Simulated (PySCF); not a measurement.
# Where the electron goes

Species: C₃H₉NO₃Si.
Geometry (GFN2-xTB, Å), atoms numbered from 1 in this order:
```xyz
17
C3H9NO3Si angstrom
C      2.503    1.221    0.422
N      1.217    0.571    0.353
Si     1.002   -1.124    0.234
O     -0.573   -1.544    0.306
C     -1.624   -1.114   -0.474
C     -2.179    0.229   -0.043
O     -1.702    0.965    0.775
O     -3.303    0.519   -0.709
H      3.212    0.663   -0.187
H      2.432    2.239    0.036
H      2.896    1.264    1.443
H      0.501    1.088    0.846
H      1.454   -1.990    1.320
H      1.579   -1.487   -1.069
H     -1.338   -1.021   -1.531
H     -2.435   -1.850   -0.408
H     -3.649    1.382   -0.431
```

The calculation used TDDFT PBE0/def2-SVPD, vertical, gas phase, core orbitals frozen in the response in PySCF 2.14.0, density-fitted response routines.

Frontier orbitals with the atoms that hold most of them (Löwdin shares over 4%, at most four atoms; ? is withheld):

```csv
orbital,ε (eV),atoms
HOMO-3,-9.22,"O4 42%, O7 12%, N2 10%, Si3 7%"
HOMO-2,-8.73,"O4 27%, O7 22%, Si3 12%, H14 12%"
HOMO-1,-8.33,?
HOMO,-6.65,?
LUMO,-0.21,"C6 39%, O7 29%, O8 12%, C5 9%"
LUMO+1,0.26,"O8 32%, H17 18%, C6 16%, O7 11%"
LUMO+2,0.51,"Si3 23%, C1 12%, H14 11%, O4 9%"
```

(1) Give the leading atoms of the HOMO-1.

(2) Which atoms hold the HOMO, and with what shares?

(3) The HOMO–LUMO gap is 6.44 eV. Where does the response calculation put the lowest singlet, and from which orbitals?

(4) Give energy, strength and leading configuration of S1 and S3, and follow the Löwdin shares of the leading atoms from the occupied to the empty orbital.

Answers

(1) O7 (bonded to C) 33%; O4 (bonded to C and Si) 24%; C5 (bonded to C, O and 2 H) 11%; C6 (bonded to C and 2 O) 8%. By element: oxygen 56% or more, carbon 20% or more.

(2) N2 (bonded to C, Si and H) 57%; C1 (bonded to N and 3 H) 11%; Si3 (bonded to N, O and 2 H) 11%; H11 (bonded to C) 5%.

(3) S1 is at 5.46 eV (f = 0.0000), 0.98 eV below the gap, made of HOMO→LUMO (100%). Without the coupling terms of the response equations the lowest excitation would equal the gap.

(4) 
- S1 (5.46 eV, f 0.0000), HOMO→LUMO (100%): N2 57% → at most 9%, C1 11% → at most 9%, C6 at most 6% → 39%, O7 at most 6% → 29%
- S3 (5.97 eV, f 0.0006), HOMO-1→LUMO (72%): O7 33% → 29%, O4 24% → at most 9%, C6 8% → 39%

One conformer stands for the species.
